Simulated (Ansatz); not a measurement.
Geometry optimisation, RKS PBE0/def2-SVPD (Ansatz 0.2.0).

input.yaml

```yaml
crystal:
  periodic: [false, false, false]
  atoms:
    - { symbol: Ga, position_ang: [0.0, 0.0, 0.0] }
    - { symbol: H, position_ang: [0.0, 0.0, 1.92] }
    - { symbol: H, position_ang: [1.3596, 0.0, -0.785] }
    - { symbol: "N", position_ang: [-1.6714, 0.0, -0.965] }
    - { symbol: H, position_ang: [-2.3403, -0.8164, -0.8664] }
    - { symbol: H, position_ang: [-1.9204, 0.8164, -1.5936] }
    - { symbol: O, position_ang: [-0.2614, 1.9661, 0.659] }
    - { symbol: H, position_ang: [-1.2001, 2.2714, 0.4451] }
    - { symbol: H, position_ang: [-0.1319, 0.9924, 1.8157] }
basis:
  gaussian: { orbitals: def2-SVPD }
hamiltonian:
  xc: pbe0
relax:
  f_tol: 0.15
  max_steps: 25
  restrain:
    - { distance: [0, 6], at: 1.79, k: 30.0 }
    - { distance: [8, 1], at: 0.66, k: 30.0 }
    - { distance: [0, 1], at: 2.77, k: 30.0 }
    - { distance: [8, 6], at: 2.21, k: 30.0 }
output:
  orbitals: {}
```

Launched with:

```bash
$ ansatz run input.yaml --threads 4 --pin off --max-ram 5120MiB --backend cpu --events-out ev --progress --plain --runs-dir out
```

Where does it end, and by what steps?

The run converged. The restraints hold the end off the free minimum; the threshold counts their pulls, which the force column leaves out. Restrained pairs: Ga1–O7 (2.09 → 1.80 Å), H2–H9 (1.01 → 0.72 Å), Ga1–H2 (1.92 → 2.77 Å), O7–H9 (1.52 → 2.22 Å). After 10 steps the energy has fallen by 2.166 eV (the restraints' own energy left out); H6 moved furthest, 0.95 Å.

```json
{"step": "0", "energy less start (eV)": "0.0000", "largest force component (eV/Å)": "2.934", "accepted": "yes"}
{"step": "1", "energy less start (eV)": "-0.6492", "largest force component (eV/Å)": "3.595", "accepted": "yes"}
{"step": "2", "energy less start (eV)": "-1.2636", "largest force component (eV/Å)": "2.443", "accepted": "yes"}
{"step": "3", "energy less start (eV)": "-1.6503", "largest force component (eV/Å)": "2.427", "accepted": "yes"}
{"step": "4", "energy less start (eV)": "-1.8667", "largest force component (eV/Å)": "1.523", "accepted": "yes"}
{"step": "5", "energy less start (eV)": "-2.0108", "largest force component (eV/Å)": "1.239", "accepted": "yes"}
{"step": "6", "energy less start (eV)": "-2.1073", "largest force component (eV/Å)": "1.505", "accepted": "yes"}
{"step": "7", "energy less start (eV)": "-2.1534", "largest force component (eV/Å)": "1.669", "accepted": "yes"}
{"step": "8", "energy less start (eV)": "-2.1325", "largest force component (eV/Å)": "1.661", "accepted": "no"}
{"step": "9", "energy less start (eV)": "-2.1632", "largest force component (eV/Å)": "1.704", "accepted": "yes"}
{"step": "10", "energy less start (eV)": "-2.1661", "largest force component (eV/Å)": "1.717", "accepted": "yes"}
```

```xyz
9
Properties=species:S:1:pos:R:3
Ga -0.130 0.495 -0.398
H -0.034 0.042 2.336
H 1.189 -0.306 -0.494
N -1.729 -0.054 -1.051
H -1.864 -0.907 -1.575
H -2.581 0.489 -0.999
O -0.089 2.115 0.375
H -0.895 2.635 0.336
H -0.032 0.722 2.100
```

The run took 25 s on 4 threads of Arm Neoverse V1, on a shared host, peak memory 0.32 GiB.
